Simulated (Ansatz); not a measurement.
Total energies of Ge10H14, a cluster with a defect cut from the lattice of germanium (two caps of one atom removed) from Ansatz at PBE0-D4/def2-TZVP, gas phase (1 Eh = 27.2114 eV = 2625.5 kJ/mol). The reference geometry is relaxed at PBE-D4/def2-SVP.

```xyz
24

Ge   -1.661   -1.809   -1.300
Ge   -1.231   -0.072    2.277
Ge    1.774   -2.069    0.547
Ge    1.651    0.088   -3.054
Ge    1.950    1.828    0.764
Ge   -1.483    2.086   -1.083
Ge   -0.642   -2.012    0.911
Ge   -0.769    0.173   -2.465
Ge   -0.462    1.947    1.132
Ge    2.488   -0.073   -0.712
H    -3.211   -1.670   -1.204
H    -1.354   -3.092   -2.131
H    -2.774   -0.013    2.485
H    -0.560   -0.180    3.679
H     2.146   -3.355   -0.250
H     2.554   -2.109    1.896
H     2.725    1.649    2.104
H     2.439    3.156    0.110
H    -3.039    2.081   -0.997
H    -1.053    3.419   -1.767
H    -1.112   -3.331    1.600
H    -1.616    0.284   -3.781
H    -0.815    3.219    1.966
H     4.055   -0.144   -0.727
```

```
                 state                    geometry   energy (Eh)
      charge 0 singlet                   reference  -20776.04788
      charge 1 doublet                   reference  -20775.76776
     charge -1 doublet                   reference  -20776.13586
      charge 0 triplet  relaxed at PBE-D4/def2-SVP  -20776.02691
free Ge atom (triplet)                           –   -2076.65516
 free H atom (doublet)                           –      -0.50104
```

Single mean-field runs in def2-TZVP are fitted with def2-universal-jkfit.

(1) Work out the vertical ionisation energy to the doublet.

(2) Work out the vertical electron affinity, to the doublet.

(3) Give the fundamental gap IE − EA, the Mulliken electronegativity (IE + EA)/2 and the hardness (IE − EA)/2.

(4) Which of the charge 0 states is lowest, and how far above it are the others?

(5) What is the binding energy per atom against free atoms?

(1) E(charge 1 doublet) − E(charge 0 singlet) = -20775.76776 − (-20776.04788) = 0.28012 Eh = 7.62 eV. For comparison, −ε of the highest occupied level is 6.33 eV at this level, 1.29 eV less.

(2) E(charge 0 singlet) − E(charge -1 doublet) = -20776.04788 − (-20776.13586) = 0.08798 Eh = 2.39 eV. The basis lacks diffuse functions, which makes affinities too small.

(3) From the values in Eh: IE − EA = 0.28012 − 0.08798 = 0.19214 Eh = 5.23 eV; (IE + EA)/2 = 5.01 eV; (IE − EA)/2 = 2.61 eV. The HOMO–LUMO gap of the same run is 2.79 eV, 2.44 eV smaller than the fundamental gap.

(4) The singlet. triplet: -20776.02691 − (-20776.04788) = 0.02097 Eh = 55.1 kJ/mol.

(5) Atoms: 10 × (-2076.65516) + 14 × (-0.50104) = -20773.56616 Eh. Binding: -20773.56616 − (-20776.04788) = 2.48172 Eh = 67.53 eV, or 2.81 eV for each of 24 atoms (no zero-point energy, no counterpoise term).
